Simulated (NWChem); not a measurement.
System: C2F5, doublet; SMILES F[C](C(F)(F)F)F

Here is an NWChem input.

```
start job
memory heap 200 mb stack 900 mb global 1100 mb
geometry units angstroms noautoz
  F      0.029682    -1.501110    -1.089951
  C     -0.337152    -0.871730     0.000000
  F      0.029682    -1.501110     1.089951
  C     -0.028315     0.607491     0.000000
  F      1.287310     0.834702     0.000000
  F     -0.545526     1.171829     1.081741
  F     -0.545526     1.171829    -1.081741
end
basis spherical
  F library def2-svp
  C library def2-svp
end
dft
  odft
  mult 2
  xc hfexch
  iterations 150
  mulliken
end
task dft energy
```

Parts of the log:

```
             Northwest Computational Chemistry Package (NWChem) 7.3.0
             --------------------------------------------------------

 CS  symmetry detected

                             Geometry "geometry" -> ""
                             -------------------------

 Output coordinates in angstroms (scale by  1.889725989 to convert to a.u.)

  No.       Tag          Charge          X              Y              Z
 ---- ---------------- ---------- -------------- -------------- --------------
    1 F                    9.0000    -0.00024320     1.50136416    -1.08995100
    2 C                    6.0000    -0.35526124     0.86524423     0.00000000
    3 F                    9.0000    -0.00024320     1.50136416     1.08995100
    4 C                    6.0000    -0.01885755    -0.60795216     0.00000000
    5 F                    9.0000     1.30078064    -0.81055774     0.00000000
    6 F                    9.0000    -0.52544086    -1.18184932     1.08174100
    7 F                    9.0000    -0.52544086    -1.18184932    -1.08174100

 Effective nuclear repulsion energy (a.u.)     346.6029359434

      Symmetry information
      --------------------

 Group name             Cs
 Group number              2
 Group order               2
 No. of unique centers     5

  xc_inp: hfexch multiplicative factor not found.

                                 NWChem DFT Module
                                 -----------------

 Summary of "ao basis" -> "ao basis" (spherical)
 ------------------------------------------------------------------------------
       Tag                 Description            Shells   Functions and Types
 ---------------- ------------------------------  ------  ---------------------
 F                          def2-svp                 6       14   3s2p1d
 C                          def2-svp                 6       14   3s2p1d

      Symmetry analysis of basis
      --------------------------

        a'         58
        a"         40

            General Information
            -------------------
          SCF calculation type: DFT
          Wavefunction type:  spin polarized.
          No. of atoms     :     7
          No. of electrons :    57
           Alpha electrons :    29
            Beta electrons :    28
          Charge           :     0
          Spin multiplicity:     2
          Use of symmetry is: on ; symmetry adaption is: on
          Maximum number of iterations: 150
          AO basis - number of functions:    98
                     number of shells:    42
          Convergence on energy requested:  1.00D-06
          Convergence on density requested:  1.00D-05
          Convergence on gradient requested:  5.00D-04

              XC Information
              --------------
                     Hartree-Fock (Exact) Exchange  1.000

      Superposition of Atomic Density Guess
      -------------------------------------

 Sum of atomic energies:        -571.71217789

      Non-variational initial energy
      ------------------------------

 Total energy =    -573.785246
 1-e energy   =   -1487.402624
 2-e energy   =     567.014442
 HOMO         =      -0.085110
 LUMO         =       0.231707

   Symmetry analysis of molecular orbitals - initial alpha
   -------------------------------------------------------

  Numbering of irreducible representations:

     1 a'          2 a"

  Orbital symmetries:

     1 a'          2 a"          3 a'          4 a"          5 a'
     6 a'          7 a'          8 a'          9 a'         10 a"
    11 a'         12 a"         13 a'         14 a'         15 a"
    16 a'         17 a'         18 a"         19 a'         20 a'
    21 a"         22 a'         23 a"         24 a"         25 a'
    26 a"         27 a"         28 a'         29 a'         30 a"
    31 a'         32 a'         33 a'         34 a'         35 a"
    36 a'         37 a'         38 a'         39 a"

   Symmetry analysis of molecular orbitals - initial beta
   ------------------------------------------------------

  Numbering of irreducible representations:

     1 a'          2 a"

  Orbital symmetries:

     1 a'          2 a"          3 a'          4 a"          5 a'
     6 a'          7 a'          8 a'          9 a'         10 a"
    11 a'         12 a"         13 a'         14 a'         15 a"
    16 a'         17 a'         18 a"         19 a'         20 a'
    21 a"         22 a'         23 a"         24 a"         25 a'
    26 a"         27 a"         28 a'         29 a'         30 a"
    31 a'         32 a'         33 a'         34 a'         35 a"
    36 a'         37 a'         38 a'         39 a"

     ---------------------------------------------
      Total Density - Mulliken Population Analysis
     ---------------------------------------------

    Atom       Charge   Shell Charges
 -----------   ------   -------------------------------------------------------
    1 F    9     9.35   1.99  1.14  0.76  3.44  2.02  0.01
    2 C    6     5.34   1.99  0.92  0.35  1.42  0.56  0.10
    3 F    9     9.35   1.99  1.14  0.76  3.44  2.02  0.01
    4 C    6     4.75   1.99  0.82  0.13  1.28  0.38  0.15
    5 F    9     9.41   1.99  1.14  0.76  3.46  2.05  0.00
    6 F    9     9.40   1.99  1.14  0.76  3.46  2.04  0.00
    7 F    9     9.40   1.99  1.14  0.76  3.46  2.04  0.00

     --------------------------------------------
      Spin Density - Mulliken Population Analysis
     --------------------------------------------

    Atom       Charge   Shell Charges
 -----------   ------   -------------------------------------------------------
    1 F    9     0.05   0.00  0.00 -0.00  0.06 -0.00  0.00
    2 C    6     0.78   0.00  0.03  0.12  0.38  0.24  0.00
    3 F    9     0.05   0.00  0.00 -0.00  0.06 -0.00  0.00
    4 C    6     0.08   0.00  0.02  0.00  0.04  0.02  0.00
    5 F    9     0.03   0.00  0.00 -0.00  0.03  0.00  0.00
    6 F    9     0.00   0.00  0.00 -0.00  0.00 -0.00  0.00
    7 F    9     0.00   0.00  0.00 -0.00  0.00 -0.00  0.00

   convergence    iter        energy       DeltaE   RMS-Dens  Diis-err
 ---------------- ----- ----------------- --------- --------- ---------
 d= 0,ls=0.0,diis     1   -572.2086525059 -9.19D+02  5.85D-03  4.90D-01
                                                     5.03D-03  4.70D-01
 d= 0,ls=0.0,diis     2   -572.3622404015 -1.54D-01  1.98D-03  1.55D-01
                                                     1.96D-03  1.55D-01
 d= 0,ls=0.0,diis     3   -572.4153734622 -5.31D-02  6.04D-04  4.13D-03
                                                     5.63D-04  4.27D-03
 d= 0,ls=0.0,diis     4   -572.4184938514 -3.12D-03  3.45D-04  4.18D-04
                                                     3.23D-04  5.86D-04
 d= 0,ls=0.0,diis     5   -572.4191570265 -6.63D-04  1.53D-04  6.69D-05
                                                     1.60D-04  7.64D-05
  Resetting Diis
 d= 0,ls=0.0,diis     6   -572.4192804223 -1.23D-04  4.58D-05  6.40D-06
                                                     6.29D-05  2.13D-05
 d= 0,ls=0.0,diis     7   -572.4192992187 -1.88D-05  1.53D-05  3.79D-06
                                                     1.38D-05  2.14D-06
 d= 0,ls=0.0,diis     8   -572.4193019025 -2.68D-06  7.59D-06  6.32D-07
                                                     1.04D-05  1.60D-06
 d= 0,ls=0.0,diis     9   -572.4193029648 -1.06D-06  1.38D-05  5.88D-07
                                                     1.45D-05  3.18D-07
 d= 0,ls=0.0,diis    10   -572.4193037074 -7.43D-07  2.52D-06  1.17D-08
                                                     1.97D-06  1.26D-08

         Total DFT energy =     -572.419303707428
      One electron energy =    -1485.897459646428
           Coulomb energy =      627.628270990426
    Exchange-Corr. energy =      -60.753050994786
 Nuclear repulsion energy =      346.602935943360

 Numeric. integr. density =        0.000000000000

                  Occupations of the irreducible representations
                  ----------------------------------------------

                     irrep           alpha         beta
                     --------     --------     --------
                     a'               18.0         17.0
                     a"               11.0         11.0

                    DFT Final Alpha Molecular Orbital Analysis
                    ------------------------------------------

 Vector   27  Occ=1.000000D+00  E=-6.800988D-01  Symmetry=a"
              MO Center=  1.5D-01, -1.0D+00, -6.6D-15, r^2= 2.1D+00
   Bfn.  Coefficient  Atom+Function         Bfn.  Coefficient  Atom+Function
  ----- ------------  ---------------      ----- ------------  ---------------
    62      0.424970  5 F  pz                74     -0.335152  6 F  px
    88      0.335152  7 F  px                65     -0.296307  5 F  pz
    77      0.234125  6 F  px                91     -0.234125  7 F  px
    76     -0.184261  6 F  pz                90     -0.184261  7 F  pz
    79      0.128479  6 F  pz                93      0.128479  7 F  pz

 Vector   28  Occ=1.000000D+00  E=-6.331474D-01  Symmetry=a'
              MO Center= -1.6D-01,  1.1D-01, -3.3D-16, r^2= 2.7D+00
   Bfn.  Coefficient  Atom+Function         Bfn.  Coefficient  Atom+Function
  ----- ------------  ---------------      ----- ------------  ---------------
    19      0.282376  2 C  py                 5      0.262655  1 F  py
    33      0.262655  3 F  py                75     -0.263661  6 F  py
    89     -0.263661  7 F  py                47     -0.249171  4 C  py
    16     -0.207014  2 C  s                  8     -0.198476  1 F  py
    36     -0.198476  3 F  py                78      0.195620  6 F  py

 Vector   29  Occ=1.000000D+00  E=-4.687965D-01  Symmetry=a'
              MO Center= -4.1D-01,  8.8D-01,  2.9D-16, r^2= 1.5D+00
   Bfn.  Coefficient  Atom+Function         Bfn.  Coefficient  Atom+Function
  ----- ------------  ---------------      ----- ------------  ---------------
    18      0.595467  2 C  px                17     -0.436702  2 C  s
    21      0.292543  2 C  px                 4      0.272073  1 F  px
    32      0.272073  3 F  px                 7     -0.235154  1 F  px
    35     -0.235154  3 F  px                45      0.232367  4 C  s
    47      0.183093  4 C  py                16     -0.162531  2 C  s

 Vector   30  Occ=0.000000D+00  E= 2.710136D-01  Symmetry=a"
              MO Center= -2.6D-01,  2.1D-01,  1.6D-14, r^2= 2.3D+00
   Bfn.  Coefficient  Atom+Function         Bfn.  Coefficient  Atom+Function
  ----- ------------  ---------------      ----- ------------  ---------------
    23      0.864504  2 C  pz                51      0.546059  4 C  pz
     3      0.482511  1 F  s                 31     -0.482511  3 F  s
    48      0.346344  4 C  pz                73     -0.343418  6 F  s
    87      0.343418  7 F  s                 20      0.332748  2 C  pz
     8     -0.229977  1 F  py                36      0.229977  3 F  py

 Vector   31  Occ=0.000000D+00  E= 2.788528D-01  Symmetry=a'
              MO Center= -8.7D-02,  6.6D-01, -2.4D-14, r^2= 2.9D+00
   Bfn.  Coefficient  Atom+Function         Bfn.  Coefficient  Atom+Function
  ----- ------------  ---------------      ----- ------------  ---------------
    17      1.269754  2 C  s                 49      0.765546  4 C  px
    22      0.626911  2 C  py                 3     -0.601394  1 F  s
    31     -0.601394  3 F  s                 59     -0.527706  5 F  s
     9     -0.322129  1 F  pz                37      0.322129  3 F  pz
    46      0.321735  4 C  px                63      0.249850  5 F  px

 Vector   32  Occ=0.000000D+00  E= 3.760602D-01  Symmetry=a'
              MO Center= -1.6D-01, -1.1D+00,  5.7D-15, r^2= 2.6D+00
   Bfn.  Coefficient  Atom+Function         Bfn.  Coefficient  Atom+Function
  ----- ------------  ---------------      ----- ------------  ---------------
    17      1.880777  2 C  s                 50     -1.809652  4 C  py
    22     -0.784899  2 C  py                73     -0.749775  6 F  s
    87     -0.749775  7 F  s                 47     -0.414511  4 C  py
    21      0.409482  2 C  px                79      0.392013  6 F  pz
    93     -0.392013  7 F  pz                45      0.327728  4 C  s

                     DFT Final Beta Molecular Orbital Analysis
                     -----------------------------------------

 Vector   26  Occ=1.000000D+00  E=-6.870231D-01  Symmetry=a"
              MO Center= -1.6D-02,  6.9D-01,  3.3D-14, r^2= 3.1D+00
   Bfn.  Coefficient  Atom+Function         Bfn.  Coefficient  Atom+Function
  ----- ------------  ---------------      ----- ------------  ---------------
     6      0.300807  1 F  pz                34      0.300807  3 F  pz
     9     -0.207271  1 F  pz                37     -0.207271  3 F  pz
    62     -0.206226  5 F  pz                 5      0.198845  1 F  py
    33     -0.198845  3 F  py                 4      0.186015  1 F  px
    32     -0.186015  3 F  px                75     -0.155661  6 F  py

 Vector   27  Occ=1.000000D+00  E=-6.786980D-01  Symmetry=a"
              MO Center=  1.7D-01, -9.3D-01,  1.9D-14, r^2= 2.2D+00
   Bfn.  Coefficient  Atom+Function         Bfn.  Coefficient  Atom+Function
  ----- ------------  ---------------      ----- ------------  ---------------
    62      0.425573  5 F  pz                74     -0.327066  6 F  px
    88      0.327066  7 F  px                65     -0.297912  5 F  pz
    77      0.228175  6 F  px                91     -0.228175  7 F  px
    76     -0.178977  6 F  pz                90     -0.178977  7 F  pz
    79      0.125059  6 F  pz                93      0.125059  7 F  pz

 Vector   28  Occ=1.000000D+00  E=-6.139284D-01  Symmetry=a'
              MO Center= -7.9D-02, -2.6D-02,  2.0D-15, r^2= 2.5D+00
   Bfn.  Coefficient  Atom+Function         Bfn.  Coefficient  Atom+Function
  ----- ------------  ---------------      ----- ------------  ---------------
    47     -0.298318  4 C  py                19      0.291993  2 C  py
    75     -0.259891  6 F  py                89     -0.259891  7 F  py
     5      0.247789  1 F  py                33      0.247789  3 F  py
    61     -0.228394  5 F  py                16     -0.194640  2 C  s
    78      0.194156  6 F  py                92      0.194156  7 F  py

 Vector   29  Occ=0.000000D+00  E= 8.630597D-02  Symmetry=a'
              MO Center= -6.8D-01,  7.5D-01,  6.5D-16, r^2= 1.6D+00
   Bfn.  Coefficient  Atom+Function         Bfn.  Coefficient  Atom+Function
  ----- ------------  ---------------      ----- ------------  ---------------
    17      0.689437  2 C  s                 21     -0.470725  2 C  px
    18     -0.439295  2 C  px                50     -0.222579  4 C  py
     7      0.211152  1 F  px                35      0.211152  3 F  px
    45     -0.197719  4 C  s                  4     -0.191632  1 F  px
    32     -0.191632  3 F  px                49     -0.167115  4 C  px

 Vector   30  Occ=0.000000D+00  E= 2.863198D-01  Symmetry=a"
              MO Center= -2.0D-01,  7.8D-02, -2.2D-14, r^2= 2.3D+00
   Bfn.  Coefficient  Atom+Function         Bfn.  Coefficient  Atom+Function
  ----- ------------  ---------------      ----- ------------  ---------------
    23      0.737283  2 C  pz                51      0.694803  4 C  pz
     3      0.423006  1 F  s                 31     -0.423006  3 F  s
    73     -0.409105  6 F  s                 87      0.409105  7 F  s
    48      0.387429  4 C  pz                20      0.286437  2 C  pz
     8     -0.209823  1 F  py                36      0.209823  3 F  py

[...]
```

Level: UHF/def2-SVP. In the optimisation the excess spin sits in a' (Cs, its own frame). Structure relaxed at the PBE0/def2-SVP, spin-unrestricted level. No stability test was run on the SCF state.
